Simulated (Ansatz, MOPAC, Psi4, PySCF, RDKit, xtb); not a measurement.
Noncovalent pair: H2O (SMILES O) (first 3 atoms) with SO2 (SMILES O=S=O); geometry from B3LYP-D3(BJ)/def2-TZVP, rigid monomers moved along the line of their centres of mass till O1···S5 is 3.79 Å.
(charge 0, multiplicity 1):
| atom | x (Å) | y (Å) | z (Å) |
|---|---|---|---|
| O | 0.5057 | -0.0902 | 0.6105 |
| H | 0.6067 | 0.8503 | 0.4224 |
| H | -0.3627 | -0.3346 | 0.2694 |
| O | -1.3984 | -0.6102 | 4.2368 |
| S | -0.0461 | -0.1275 | 4.3576 |
| O | 0.1537 | 1.2938 | 4.4852 |

```json
[
 {"level": "MMFF94", "interaction energy (kJ/mol)": "-10.9", "cost": "-"},
 {"level": "UFF", "interaction energy (kJ/mol)": "-1.6", "cost": "-"},
 {"level": "AM1", "interaction energy (kJ/mol)": "-8.4", "cost": "-"},
 {"level": "PM3", "interaction energy (kJ/mol)": "-3.8", "cost": "-"},
 {"level": "PM6", "interaction energy (kJ/mol)": "-7.4", "cost": "-"},
 {"level": "PM7", "interaction energy (kJ/mol)": "-9.7", "cost": "-"},
 {"level": "GFN1-xTB", "interaction energy (kJ/mol)": "-5.9", "cost": "-"},
 {"level": "GFN2-xTB", "interaction energy (kJ/mol)": "-12.6", "cost": "-"},
 {"level": "HF/STO-3G (no counterpoise)", "interaction energy (kJ/mol)": "-5.9", "cost": "-"},
 {"level": "HF/3-21G (no counterpoise)", "interaction energy (kJ/mol)": "-14.9", "cost": "-"},
 {"level": "HF/6-31G*", "interaction energy (kJ/mol)": "-10.9", "cost": "-"},
 {"level": "HF/6-31G* (no counterpoise)", "interaction energy (kJ/mol)": "-13.3", "cost": "-"},
 {"level": "HF/aug-cc-pV(D+d)Z", "interaction energy (kJ/mol)": "-9.3", "cost": "-"},
 {"level": "HF/aug-cc-pV(T+d)Z", "interaction energy (kJ/mol)": "-9.1", "cost": "-"},
 {"level": "PBE-D3(BJ)/def2-TZVPPD", "interaction energy (kJ/mol)": "-9.5", "cost": "×1"},
 {"level": "PBE-D4/def2-TZVPPD", "interaction energy (kJ/mol)": "-9.8", "cost": "×1"},
 {"level": "BP86/6-31G* (no counterpoise)", "interaction energy (kJ/mol)": "-11.0", "cost": "-"},
 {"level": "r2SCAN/def2-TZVPPD", "interaction energy (kJ/mol)": "-8.6", "cost": "×2"},
 {"level": "r2SCAN-D3(BJ)/def2-TZVPPD", "interaction energy (kJ/mol)": "-9.4", "cost": "×2"},
 {"level": "r2SCAN-D4/def2-TZVPPD", "interaction energy (kJ/mol)": "-9.4", "cost": "×2"},
 {"level": "B3LYP/3-21G (no counterpoise)", "interaction energy (kJ/mol)": "-13.0", "cost": "-"},
 {"level": "B3LYP/6-31G*", "interaction energy (kJ/mol)": "-8.6", "cost": "-"},
 {"level": "B3LYP/6-31G* (no counterpoise)", "interaction energy (kJ/mol)": "-12.5", "cost": "-"},
 {"level": "B3LYP/6-311+G** (no counterpoise)", "interaction energy (kJ/mol)": "-9.6", "cost": "-"},
 {"level": "B3LYP/def2-TZVPPD", "interaction energy (kJ/mol)": "-7.2", "cost": "×2"},
 {"level": "B3LYP-D3(BJ)/def2-TZVPPD", "interaction energy (kJ/mol)": "-9.4", "cost": "×2"},
 {"level": "B3LYP-D4/def2-TZVPPD", "interaction energy (kJ/mol)": "-9.7", "cost": "×2"},
 {"level": "PBE0/def2-TZVPPD", "interaction energy (kJ/mol)": "-8.2", "cost": "×2"},
 {"level": "PBE0-D3(BJ)/def2-TZVPPD", "interaction energy (kJ/mol)": "-9.8", "cost": "×2"},
 {"level": "PBE0-D4/def2-TZVPPD", "interaction energy (kJ/mol)": "-9.9", "cost": "×2"},
 {"level": "wB97X-V/def2-TZVPPD", "interaction energy (kJ/mol)": "-9.7", "cost": "×3"},
 {"level": "wB97M-V/def2-TZVPPD", "interaction energy (kJ/mol)": "-9.6", "cost": "×4"},
 {"level": "MP2/aug-cc-pV(D+d)Z", "interaction energy (kJ/mol)": "-8.5", "cost": "-"},
 {"level": "MP2/aug-cc-pV(T+d)Z", "interaction energy (kJ/mol)": "-8.6", "cost": "×3"},
 {"level": "SCS-MP2/aug-cc-pV(D+d)Z", "interaction energy (kJ/mol)": "-8.2", "cost": "-"},
 {"level": "SCS-MP2/aug-cc-pV(T+d)Z", "interaction energy (kJ/mol)": "-8.3", "cost": "-"},
 {"level": "CCSD/aug-cc-pV(D+d)Z", "interaction energy (kJ/mol)": "-9.0", "cost": "-"},
 {"level": "CCSD(T)/aug-cc-pV(D+d)Z", "interaction energy (kJ/mol)": "-8.9", "cost": "×6"},
 {"level": "MP2/CBS(aug-cc-pV(D+d)Z, aug-cc-pV(T+d)Z) + ΔCCSD(T)/aug-cc-pV(D+d)Z", "interaction energy (kJ/mol)": "-9.1", "cost": "×9"},
 {"level": "SAPT0/jun-cc-pV(D+d)Z", "interaction energy (kJ/mol)": "-11.5", "cost": "-"}
]
```

The rows run from -14.9 (HF/3-21G (no counterpoise)) to -1.6 kJ/mol (UFF). From aug-cc-pV(D+d)Z to aug-cc-pV(T+d)Z MP2 changes by -0.1. The dispersion term adds -0.8 in r2SCAN-D3(BJ), -0.8 in r2SCAN-D4, -2.3 in B3LYP-D3(BJ). The 5 functionals in def2-TZVPPD without D3 or D4 span 2.6, from wB97X-V to B3LYP.

Interaction energies are E(AB) − E(A) − E(B) at the monomers' geometry in the complex; basis-set methods are counterpoise corrected. Rows marked so take none. RDKit's UFF carries no charges.

Correlated levels freeze the cores. CBS: X⁻³ extrapolation of the correlation energy, Hartree–Fock from the larger set. Rows in 3-21G, 6-311+G**, 6-31G*, STO-3G carry no dispersion term and start afresh at each structure (6-31G* with six Cartesian d functions). The state that AM1, PM3, PM6, PM7 reach isn't checked; PM7 holds dispersion and hydrogen-bond terms.

Programs: Ansatz (a program for electronic structure); MOPAC for AM1, PM3, PM6, PM7 (differences of heats of formation); Psi4 for SAPT; PySCF for 3-21G rows, 6-311+G** rows, 6-31G* rows, STO-3G rows, the dispersion terms; RDKit for the force fields; xtb for the GFN methods. 

Costs are rough ratios of core time to PBE/def2-TZVPPD (about 2.9 s over the structures, on one shared machine); a dash marks a level with no comparable run of its own.
